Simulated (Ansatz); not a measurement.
Cl2Ge (SMILES [Cl][Ge][Cl]) moved off its minimum; all values from Ansatz (a program for electronic structure), cores frozen in correlated methods.
(charge 0, multiplicity 1)
```xyz
3

Ge    -0.2316     0.0295     0.6401
Cl     1.2075     1.4586    -0.6099
Cl    -1.1562    -1.4330    -0.7412
```

```json
[
 {"level": "HF/def2-TZVPP", "largest force (eV/Å)": "1.91", "on atom": "Cl2", "rms difference from CCSD(T)/def2-TZVPPD (eV/Å)": "0.085", "dipole (D)": "2.97"},
 {"level": "PBE/def2-TZVPP", "largest force (eV/Å)": "1.51", "on atom": "Cl2", "rms difference from CCSD(T)/def2-TZVPPD (eV/Å)": "0.145", "dipole (D)": "2.45"},
 {"level": "r2SCAN/def2-TZVPP", "largest force (eV/Å)": "1.78", "on atom": "Cl2", "rms difference from CCSD(T)/def2-TZVPPD (eV/Å)": "0.053", "dipole (D)": "2.49"},
 {"level": "B3LYP/def2-TZVPP", "largest force (eV/Å)": "1.52", "on atom": "Cl2", "rms difference from CCSD(T)/def2-TZVPPD (eV/Å)": "0.139", "dipole (D)": "2.69"},
 {"level": "wB97M-V/def2-TZVPP", "largest force (eV/Å)": "1.89", "on atom": "Cl2", "rms difference from CCSD(T)/def2-TZVPPD (eV/Å)": "0.087", "dipole (D)": "2.80"},
 {"level": "MP2/def2-TZVPPD", "largest force (eV/Å)": "1.88", "on atom": "Cl2", "rms difference from CCSD(T)/def2-TZVPPD (eV/Å)": "0.058", "dipole (D)": "2.65"},
 {"level": "CCSD(T)/def2-TZVPPD", "largest force (eV/Å)": "1.80", "on atom": "Cl2", "rms difference from CCSD(T)/def2-TZVPPD (eV/Å)": "0.000", "dipole (D)": "2.56"}
]
```

The differences count from one level among others, with limits of its own. Forces at CCSD(T)/def2-TZVPPD (eV/Å):

```
atom      Fx      Fy      Fz
----  ------  ------  ------
Ge1    0.790   0.755  -0.804
Cl2   -1.136  -1.196   0.713
Cl3    0.346   0.441   0.091
```
